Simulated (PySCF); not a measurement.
Ga(Cl)2(NH3) (Cl2GaH3N), SMILES [NH3]->[Ga+]([Cl])[Cl] (connectivity only; charge and spin as stated), charge +1, multiplicity 1.

Geometry: B3LYP-D3(BJ)/def2-SVP. The spin state was assumed, not searched. The isomer is the one that the SMILES or the coordinates give; other isomers of the formula were not compared.

Two levels are set side by side: PBE/def2-TZVP (PySCF) and M06-2X/def2-TZVP (PySCF). Same geometry, gas phase. Differences are taken from unrounded values.

```csv
quantity,M06-2X
orbital gap (eV),9.51
highest occupied level (eV),-15.52
lowest empty level (eV),-6.01
mean polarisability (bohr³),52.8
```

**Question.** What does PBE give, and how far is it from M06-2X? (An estimate is asked for; the answer gives what the named calculation found.)

**Answer.** 
| quantity | PBE | PBE minus M06-2X |
|---|---|---|
| orbital gap (eV) | 4.89 | -4.62 |
| highest occupied level (eV) | -12.74 | 2.78 |
| lowest empty level (eV) | -7.85 | -1.84 |
| mean polarisability (bohr³) | 56.2 | 3.4 |

Without exact exchange PBE keeps part of each electron's self-repulsion, which lifts occupied levels and narrows the gap. Loosely held outer electrons make PBE densities more polarisable. Differences between two approximate levels are no errors against the true value.

Rough cost on one machine, each run with all the roots and properties that it gave: M06-2X against PBE about 3 times.
